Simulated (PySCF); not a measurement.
difluoromethyl(methyl)silane (C2H6F2Si), SMILES C[SiH2]C(F)F. Geometry optimised at B3LYP-D3(BJ)/def2-SVP. Other conformers were not sampled.

Computed equilibrium geometry at B3LYP-D3(BJ)/def2-SVP (PySCF confirms it by a frequency run) as bond lengths and angles, and its point group (one conformer of several):
point group Cs.
Atoms: C1 Si2 C3 F4 F5 H6 H7 H8 H9 H10 H11. Bonded distances (Å): C1–Si2 1.875, C1–H6 1.101, C1–H7 1.101, C1–H8 1.101, Si2–C3 1.925, Si2–H9 1.491, Si2–H10 1.491, C3–F4 1.373, C3–F5 1.373, C3–H11 1.106. Bond angles (°): Si2–C1–H6 109.9, Si2–C1–H7 111.7, Si2–C1–H8 109.9, H6–C1–H7 108.6, H6–C1–H8 108.1, H7–C1–H8 108.6, C1–Si2–C3 107.2, C1–Si2–H9 112.3, C1–Si2–H10 112.3, C3–Si2–H9 107.7, C3–Si2–H10 107.7, H9–Si2–H10 109.3, Si2–C3–F4 108.8, Si2–C3–F5 108.8, Si2–C3–H11 116.3, F4–C3–F5 107.7, F4–C3–H11 107.5, F5–C3–H11 107.5.
